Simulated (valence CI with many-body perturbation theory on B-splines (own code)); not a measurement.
# E1 transitions of Se19+

Computed by relativistic CI+MBPT: five valence electrons over a frozen Dirac-Fock core [Ne], radial functions for each j: 11 s, 11 p, 10 d, 8 f, 5 g, 2 h, with the one-electron correlation potential Σ1, the two-electron term Σ2, the three-electron term Σ3, Breit, model QED; selected CI, second order for the rest, scaled by the run's own slope (own B-spline code, finite nucleus).

No measured levels were compared; by estimate levels of excited configurations hold to 0.05 to 0.15 % of their energy, terms of the ground configuration to about 0.5 %. Among the levels kept, up to 3400 cm⁻¹ of a level comes from second order outside the variational space, and about a tenth of that is noise between levels of different J, which matters for small intervals.

Lines 51 to 100 of 592 in falling wavelength, among levels below 215.15 eV, chosen from the strongest by gf and those to the six lowest levels. Wavelengths and rates use the calculated energies, so an error of 300 cm⁻¹ moves a line at 18.56 nm by 0.056 % and its rate by three times that or more. Electric multipoles are in the length gauge, E1 and E2 with the static RPA response of the core. Weak lines are less certain than strong ones. Lines between different terms over intervals too small for the method are left out, as are lines whose strength nearly cancels. Where a level lies close to another of its J and parity, the split of strength between their lines is uncertain. The highest levels of a list are the least certain.

Names give the largest LS component (configuration and term), which can be under half, so a name can repeat, a term be missing and a line seem to break the LS rules; names also repeat where a configuration has a term twice. Letters in brackets count levels of one name in rising energy.

| λ vac (nm) | Upper | Lower | A (s⁻¹) | S (a.u.) |
| --- | --- | --- | --- | --- |
| 18.56 | 3p⁴3d ²G_7/2 | 3s3p³3d ⁴G°_7/2 | 2.48e+09 | 6.25e-02 |
| 18.51 | 3s3p³3d ²P°_3/2 [a] | 3s3p⁴ ²P_3/2 | 4.44e+09 | 5.56e-02 |
| 18.49 | 3s3p³3d ⁴D°_3/2 [d] | 3s²3p²3d ²D_3/2 [a] | 5.41e+09 | 6.74e-02 |
| 18.41 | 3s3p³3d ²G°_9/2 [b] | 3s²3p²3d ²G_9/2 | 1.84e+10 | 5.68e-01 |
| 18.36 | 3p⁴3d ⁴D_1/2 | 3s3p³3d ⁴D°_3/2 [a] | 1.18e+10 | 7.24e-02 |
| 18.33 | 3s3p³3d ²F°_5/2 [b] | 3s²3p²3d ²D_5/2 [a] | 3.02e+09 | 5.50e-02 |
| 18.26 | 3s²3p²3d ⁴D_3/2 | 3s²3p³ ²P°_3/2 | 2.19e+08 | 2.64e-03 |
| 18.08 | 3s3p³3d ²P°_1/2 | 3s²3p²3d ²D_3/2 [c] | 1.11e+10 | 6.50e-02 |
| 18.07 | 3s3p³3d ⁴F°_7/2 [b] | 3s²3p²3d ²F_7/2 [a] | 3.33e+09 | 7.77e-02 |
| 18.07 | 3s3p³3d ⁴F°_5/2 [b] | 3s²3p²3d ⁴D_3/2 | 6.24e+09 | 1.09e-01 |
| 18.07 | 3s3p³3d ⁴F°_9/2 [b] | 3s²3p²3d ⁴F_9/2 | 7.15e+09 | 2.08e-01 |
| 18.07 | 3s²3p²3d ⁴D_1/2 [b] | 3s²3p³ ²P°_3/2 | 8.60e+09 | 5.01e-02 |
| 18.06 | 3s3p³3d ²D°_5/2 [c] | 3s²3p²3d ⁴D_7/2 | 6.53e+09 | 1.14e-01 |
| 18.06 | 3p⁴3d ⁴D_7/2 | 3s3p³3d ⁴D°_7/2 [a] | 8.47e+09 | 1.97e-01 |
| 18.03 | 3s²3p²3d ²P_3/2 [a] | 3s²3p³ ²D°_5/2 | 1.11e+10 | 1.28e-01 |
| 17.97 | 3s3p³3d ²F°_7/2 [b] | 3s²3p²3d ⁴P_5/2 | 4.89e+09 | 1.12e-01 |
| 17.92 | 3p⁴3d ⁴D_5/2 | 3s3p³3d ⁴D°_5/2 [a] | 5.90e+09 | 1.01e-01 |
| 17.92 | 3s3p³3d ⁴F°_3/2 [b] | 3s²3p²3d ⁴D_3/2 | 5.46e+09 | 6.20e-02 |
| 17.90 | 3s3p³3d ⁴D°_5/2 [d] | 3s²3p²3d ⁴P_3/2 | 7.08e+09 | 1.20e-01 |
| 17.89 | 3s3p³3d ⁴D°_1/2 [d] | 3s²3p²3d ⁴P_1/2 | 1.47e+10 | 8.34e-02 |
| 17.88 | 3s3p³3d ²G°_7/2 [b] | 3s²3p²3d ⁴D_7/2 | 1.06e+10 | 2.39e-01 |
| 17.86 | 3p⁴3d ⁴D_3/2 | 3s3p³3d ⁴F°_3/2 [a] | 4.62e+09 | 5.20e-02 |
| 17.83 | 3s3p³3d ²G°_9/2 [b] | 3s²3p²3d ²G_7/2 | 5.93e+09 | 1.66e-01 |
| 17.82 | 3s3p³3d ²D°_3/2 [a] | 3s²3p²3d ²F_5/2 | 7.43e+09 | 8.30e-02 |
| 17.80 | 3s3p³3d ⁴D°_3/2 [d] | 3s²3p²3d ⁴P_3/2 | 6.32e+09 | 7.04e-02 |
| 17.77 | 3s3p³3d ⁴D°_5/2 [b] | 3s²3p²3d ⁴F_7/2 | 5.24e+09 | 8.70e-02 |
| 17.75 | 3s3p³3d ⁴P°_3/2 [a] | 3s²3p²3d ⁴F_5/2 | 7.63e+09 | 8.43e-02 |
| 17.73 | 3s3p³3d ²F°_7/2 [b] | 3s²3p²3d ²G_7/2 | 5.12e+09 | 1.13e-01 |
| 17.71 | 3s3p³3d ⁴F°_9/2 [b] | 3s²3p²3d ²F_7/2 [a] | 5.45e+09 | 1.49e-01 |
| 17.69 | 3s²3p²3d ⁴D_5/2 | 3s²3p³ ²P°_3/2 | 9.07e+07 | 1.49e-03 |
| 17.67 | 3s3p³3d ²D°_5/2 [e] | 3s²3p²3d ²D_5/2 [b] | 9.90e+09 | 1.62e-01 |
| 17.66 | 3s3p³3d ⁴F°_7/2 [b] | 3s²3p²3d ⁴F_7/2 | 2.96e+09 | 6.43e-02 |
| 17.61 | 3s3p³3d ²F°_7/2 [d] | 3s²3p²3d ²D_5/2 [c] | 2.62e+09 | 5.65e-02 |
| 17.56 | 3s3p⁴ ²D_3/2 | 3s²3p³ ⁴S°_3/2 | 4.33e+08 | 4.63e-03 |
| 17.56 | 3s3p³3d ⁴D°_5/2 [d] | 3s²3p²3d ⁴P_5/2 | 6.61e+09 | 1.06e-01 |
| 17.52 | 3s3p³3d ⁴F°_7/2 [b] | 3s²3p²3d ²F_5/2 | 3.58e+09 | 7.60e-02 |
| 17.49 | 3s3p³3d ⁴D°_3/2 [c] | 3s²3p²3d ⁴D_5/2 | 4.66e+09 | 4.92e-02 |
| 17.48 | 3s3p³3d ⁴P°_5/2 [b] | 3s²3p²3d ²F_7/2 [a] | 6.80e+09 | 1.08e-01 |
| 17.45 | 3s3p³3d ⁴D°_7/2 [b] | 3s²3p²3d ⁴F_7/2 | 2.51e+09 | 5.27e-02 |
| 17.45 | 3s²3p²3d ⁴D_1/2 [a] | 3s²3p³ ²P°_1/2 | 2.47e+09 | 1.30e-02 |
| 17.43 | 3s²3p²3d ⁴F_3/2 | 3s²3p³ ²D°_5/2 | 1.63e+09 | 1.70e-02 |
| 17.43 | 3s3p³3d ²F°_7/2 [a] | 3s²3p²3d ²F_7/2 [a] | 9.17e+09 | 1.92e-01 |
| 17.40 | 3s3p³3d ²D°_3/2 [c] | 3s²3p²3d ⁴P_3/2 | 7.38e+09 | 7.68e-02 |
| 17.39 | 3s3p³3d ²F°_5/2 [b] | 3s²3p²3d ²D_3/2 [a] | 6.43e+09 | 1.00e-01 |
| 17.38 | 3s3p³3d ⁴F°_5/2 [b] | 3s²3p²3d ²F_5/2 | 8.34e+09 | 1.30e-01 |
| 17.37 | 3s3p³3d ²P°_3/2 [c] | 3s²3p²3d ²D_5/2 [a] | 1.63e+10 | 1.69e-01 |
| 17.36 | 3s3p³3d ⁴D°_5/2 [e] | 3s²3p²3d ⁴P_5/2 | 4.48e+09 | 6.95e-02 |
| 17.34 | 3s3p³3d ⁶D°_3/2 | 3s3p⁴ ⁴P_5/2 | 1.92e+08 | 1.97e-03 |
| 17.30 | 3s3p³3d ²F°_7/2 [d] | 3s²3p²3d ²D_5/2 [b] | 9.41e+09 | 1.92e-01 |
| 17.29 | 3s3p³3d ⁶D°_5/2 | 3s3p⁴ ⁴P_5/2 | 2.75e+08 | 4.20e-03 |
